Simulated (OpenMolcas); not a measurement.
Ar2+: input and output

Input:

```
&GATEWAY
Coord
1

Ar 0.0 0.0 0.0
Basis=ANO-R1
Group=XYZ
NoMove
AngMom=0.0 0.0 0.0
AMFI
&SEWARD
* reference wave functions (RASSCF and RASSI steps not shown): 6 electrons in 9 orbitals (RAS2 3s 3p; RAS3 3d, at most 2 electrons)
>>> COPY JOB001 $Project.JobIph
&CASPT2
Multistate=3 1 2 3
Frozen=1 0
IPEA=0.1
Imaginary=0.05
MaxIter=60
WThr=0.0 0.3 0.05
PrWF=0.5
NoMix
>>> COPY JOB002 $Project.JobIph
&CASPT2
Multistate=7 1 2 3 4 5 6 7
Frozen=1 0
IPEA=0.1
Imaginary=0.05
MaxIter=60
WThr=0.0 0.3 0.05
PrWF=0.5
NoMix
>>> COPY JOB003 $Project.JobIph
&CASPT2
Multistate=3 1 2 3
Frozen=1 0
IPEA=0.1
Imaginary=0.05
MaxIter=60
WThr=0.0 0.3 0.05
PrWF=0.5
NoMix
...
```

Launched by
```bash
OMP_NUM_THREADS=1 MOLCAS_MEM=2252 MOLCAS_PROJECT=a pymolcas a.inp > a.log  # once for each step of the input, in one work folder
```

Output, cut to the results:

```
--- CASPT2 ---
Orbital specifications:
      -----------------------

      Symmetry species                           1   2
                                                ag  au
      Frozen orbitals                            1   0
      Inactive orbitals                          1   3
      Active orbitals                            6   3
      Secondary orbitals                         1   3
      Deleted orbitals                           0   0
      Number of basis functions                  9   9
Type of calculation                        MS-CASPT2
      Fock operator                              state-specific
      IPEA shift                                 0.10
      Real shift                                 0.00
      Imaginary shift                            0.05
      The input orbitals will be transformed to quasi-canonical
Reference energy:        -527.2144396598
      E2 (Non-variational):      -0.0187477740
      Shift correction:          -0.0000033420
      E2 (Variational):          -0.0187511160
      Total energy:            -527.2331907758
      Residual norm:              0.0000007762
      Reference weight:           0.99581
      Contributions to the CASPT2 correlation energy
      Active & Virtual Only:         -0.0113747345
      One Inactive Excited:          -0.0038500078
      Two Inactive Excited:          -0.0035230317
Reference energy:        -527.2144396598
      E2 (Non-variational):      -0.0187477201
      Shift correction:          -0.0000033418
      E2 (Variational):          -0.0187510620
      Total energy:            -527.2331907218
      Residual norm:              0.0000007762
      Reference weight:           0.99581
      Contributions to the CASPT2 correlation energy
      Active & Virtual Only:         -0.0113746777
      One Inactive Excited:          -0.0038500107
      Two Inactive Excited:          -0.0035230317
::    CASPT2 Root  1     Total energy:   -527.23319078
::    CASPT2 Root  2     Total energy:   -527.23319072
::    CASPT2 Root  3     Total energy:   -527.23319062
::    MS-CASPT2 Root  1     Total energy:   -527.23319078
::    MS-CASPT2 Root  2     Total energy:   -527.23319072
::    MS-CASPT2 Root  3     Total energy:   -527.23319062
--- CASPT2 ---
Orbital specifications:
      -----------------------

      Symmetry species                           1   2
                                                ag  au
      Frozen orbitals                            1   0
      Inactive orbitals                          1   3
      Active orbitals                            6   3
      Secondary orbitals                         1   3
      Deleted orbitals                           0   0
      Number of basis functions                  9   9
Type of calculation                        MS-CASPT2
      Fock operator                              state-specific
      IPEA shift                                 0.10
      Real shift                                 0.00
      Imaginary shift                            0.05
      The input orbitals will be transformed to quasi-canonical
Reference energy:        -527.1453990577
      E2 (Non-variational):      -0.0193945938
      Shift correction:          -0.0000031526
      E2 (Variational):          -0.0193977464
      Total energy:            -527.1647968041
      Residual norm:              0.0000007793
      Reference weight:           0.99579
      Contributions to the CASPT2 correlation energy
      Active & Virtual Only:         -0.0117787972
      One Inactive Excited:          -0.0040141058
      Two Inactive Excited:          -0.0036016908
Reference energy:        -527.1453990577
      E2 (Non-variational):      -0.0193946567
      Shift correction:          -0.0000031503
      E2 (Variational):          -0.0193978070
      Total energy:            -527.1647968646
      Residual norm:              0.0000007770
      Reference weight:           0.99579
      Contributions to the CASPT2 correlation energy
      Active & Virtual Only:         -0.0117787101
      One Inactive Excited:          -0.0040142391
      Two Inactive Excited:          -0.0036017074
::    CASPT2 Root  1     Total energy:   -527.16479680
::    CASPT2 Root  2     Total energy:   -527.16479686
::    CASPT2 Root  3     Total energy:   -527.16479791
::    CASPT2 Root  4     Total energy:   -527.16479919
::    CASPT2 Root  5     Total energy:   -527.16479913
::    CASPT2 Root  6     Total energy:   -527.08171041
::    CASPT2 Root  7     Total energy:   -526.05416443
::    MS-CASPT2 Root  1     Total energy:   -527.16484986
::    MS-CASPT2 Root  2     Total energy:   -527.16483167
::    MS-CASPT2 Root  3     Total energy:   -527.16479726
::    MS-CASPT2 Root  4     Total energy:   -527.16476699
::    MS-CASPT2 Root  5     Total energy:   -527.16474659
::    MS-CASPT2 Root  6     Total energy:   -527.08171231
::    MS-CASPT2 Root  7     Total energy:   -526.05416007
--- CASPT2 ---
Orbital specifications:
      -----------------------

      Symmetry species                           1   2
                                                ag  au
      Frozen orbitals                            1   0
      Inactive orbitals                          1   3
      Active orbitals                            6   3
      Secondary orbitals                         1   3
      Deleted orbitals                           0   0
      Number of basis functions                  9   9
Type of calculation                        MS-CASPT2
      Fock operator                              state-specific
      IPEA shift                                 0.10
      Real shift                                 0.00
      Imaginary shift                            0.05
      The input orbitals will be transformed to quasi-canonical
Reference energy:        -526.6928084229
      E2 (Non-variational):      -0.0208413683
      Shift correction:          -0.0000092313
      E2 (Variational):          -0.0208505996
...
```

Levels above the lowest, from the spin-orbit matrix with the single-state CASPT2 energies, averaged by term, on its diagonal:

```
Configuration  Term  J  E (cm⁻¹)  Measured (cm⁻¹)      g  Term weight %
      3s² 3p⁴    ³P  2       0.0              0.0  1.500            100
      3s² 3p⁴    ³P  1      1080             1112  1.501            100
      3s² 3p⁴    ³P  0      1536             1570                   100
      3s² 3p⁴    ¹D  2     15603            14010  1.001            100
      3s² 3p⁴    ¹S  0     33869            33266                   100
       3s 3p⁵   ³P°  2    114089           113801  1.501            100
       3s 3p⁵   ³P°  1    115063           114797  1.501            100
       3s 3p⁵   ³P°  0    115566           115328                   100
```

Against the 7 measured excited levels shown (Saloman, J. Phys. Chem. Ref. Data 39, 033101 (2010)) the mean absolute deviation is 440 cm-1; the largest miss in energy is 3s² 3p⁴ ¹D₂: computed 15603, measured 14010 cm⁻¹ (+11.4 %).

Terms from blocks run as CI alone lack orbitals of their own. The run also gave levels led by 3s 3p⁴ 3d, which use shells meant for correlation; these and all levels above them are left out. Some terms mix strongly with configurations of 3d, whose occupation reaches 0.25 (3s 3p⁵ ³P°). Measured partners are found by configuration, term and J. A level has none where our copy of the source lacks it or the pairing is in doubt (some pairs that miss far off the trend of their configuration count as doubtful), and it then counts in no deviation. Only configurations of the active space appear. The first state left out of the spin-orbit step lies near 180000 cm-1 above the lowest spin-free state of the reference (among the parities and spins computed), and the list stops at four fifths of that energy or lower.

The term weight is that of the spin-free term in the level, not the purity of its configuration. ° marks odd parity.
